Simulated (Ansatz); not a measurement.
Reaction (SMILES): FC(F)CC(F)(F)F → F atom + F[CH]CC(F)(F)F (the C-F bond at the site shown breaks; other sites are not compared here)
Each molecule is optimised on its own at B3LYP-D3(BJ)/def2-TZVP (Ansatz, a first-principles code), one conformer each, not searched for the lowest.

Wanted: bond dissociation energy (electronic energy difference), in eV. Correlated levels leave the core frozen unless marked. Open shells are spin-unrestricted. Spin-orbit coupling is left out. No relativistic terms. CBS marks a two-point X^-3 extrapolation of the correlation energy; Hartree-Fock from the larger set.

```
level              program  bond dissociation energy (eV)
-----------------  -------  -----------------------------
B97M-V/def2-TZVPD   Ansatz                           5.23
```

### Question
Estimate the value at CCSD(T)/CBS(cc-pVTZ,cc-pVQZ) as computed with Ansatz.

### Answer
5.37 eV, so B97M-V/def2-TZVPD differs from it by -0.14 eV.
